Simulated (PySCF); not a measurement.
Can point charges reproduce the dipole moment of `C1(=C(CC)[P@@H](=O)CC1)C`?

Coordinates (GFN2-xTB, Å) and charges (e) from the PBE0/pcSseg-1 density (PySCF):

```tsv
atom	x	y	z	Mulliken	IAO	Hirshfeld	ESP-fitted
C1	2.594	-0.769	0.258	-0.3032	-0.4128	-0.1155	-0.2591
C2	1.661	0.326	0.769	-0.1203	-0.2559	-0.0675	+0.2064
C3	0.273	0.051	0.301	-0.5374	-0.2928	-0.0577	-0.4323
C4	-0.575	0.797	-0.410	-0.2729	+0.0316	+0.0207	+0.3055
C5	-0.332	2.170	-0.941	-0.1257	-0.4289	-0.1132	-0.7006
C6	-1.911	0.166	-0.731	-0.1553	-0.2674	-0.0696	-0.0678
C7	-2.152	-0.987	0.242	-0.4696	-0.5205	-0.1143	-0.4664
P8	-0.472	-1.544	0.722	+0.9559	+1.3973	+0.3931	+0.8534
O9	-0.284	-2.094	2.066	-0.6066	-0.9190	-0.4071	-0.6361
H10	3.601	-0.631	0.643	+0.1198	+0.1457	+0.0455	+0.0674
H11	2.632	-0.764	-0.830	+0.1140	+0.1378	+0.0356	+0.0662
H12	2.224	-1.740	0.592	+0.1348	+0.1406	+0.0395	+0.0773
H13	2.009	1.309	0.447	+0.1180	+0.1333	+0.0413	-0.0109
H14	1.662	0.303	1.863	+0.1500	+0.1576	+0.0472	+0.0313
H15	-0.497	2.187	-2.018	+0.1268	+0.1533	+0.0499	+0.1857
H16	-1.030	2.875	-0.490	+0.1346	+0.1561	+0.0512	+0.1882
H17	0.680	2.507	-0.737	+0.1216	+0.1485	+0.0473	+0.2217
H18	-2.711	0.910	-0.679	+0.1311	+0.1421	+0.0443	+0.0777
H19	-1.881	-0.207	-1.759	+0.1448	+0.1458	+0.0427	+0.0572
H20	-2.772	-1.780	-0.176	+0.1489	+0.1557	+0.0488	+0.1437
H21	-2.626	-0.633	1.163	+0.1685	+0.1642	+0.0519	+0.1609
H22	-0.103	-2.430	-0.296	+0.0223	-0.1123	-0.0136	-0.0693
```

Question: Compute μ = Σ q r for each scheme (1 e·Å = 4.803 D) and compare with the dipole of the full density.

Answer: The full density gives (-0.61, 2.74, -3.74) D, 4.68 D in size; dipole vectors point from the negative to the positive end.

| scheme | μx | μy | μz | size (D) | share of the full size (%) | angle to the full dipole (°) |
| --- | --- | --- | --- | --- | --- | --- |
| Mulliken | 0.04 | 1.65 | -4.15 | 4.46 | 95 | 17 |
| IAO | -0.65 | 2.29 | -5.08 | 5.61 | 120 | 12 |
| Hirshfeld | -0.49 | 2.14 | -2.96 | 3.68 | 79 | 0 |
| ESP-fitted | -0.61 | 2.74 | -3.74 | 4.68 | 100 | 0 |

Question: Which set comes closest?

Answer: Length of the difference vector: ESP-fitted 0.01 D, Hirshfeld 1.00 D, Mulliken 1.34 D, IAO 1.42 D. Closest: ESP-fitted. 

Question: What is left for the Hirshfeld atoms' own dipoles?

Answer: The shares of the density sum to the whole, so what Σ q r misses lies in dipoles about the nuclei. The atomic dipoles sum to (-0.61, 2.74, -3.74) − (-0.49, 2.14, -2.96) = (-0.12, 0.60, -0.78) D, 1.00 D in size.

Question: With the origin at the mean of the coordinates, (0.000, 0.001, 0.000) Å, which are the largest single terms, by size, of the Mulliken dipole along the direction of the full one?

Answer: O9 +8.29, P8 -6.53, H15 +1.80, C1 +1.45, H16 +1.43 D; all 22 atoms together +4.28 D. The single terms depend on the origin, their sum doesn't.

Question: Give the size of the full dipole in other units.

Answer: 4.68 D = 1.840 au = 0.974 e·Å = 15.60 × 10⁻³⁰ C·m.

Geometry: GFN2-xTB, one conformer, isolated molecule.
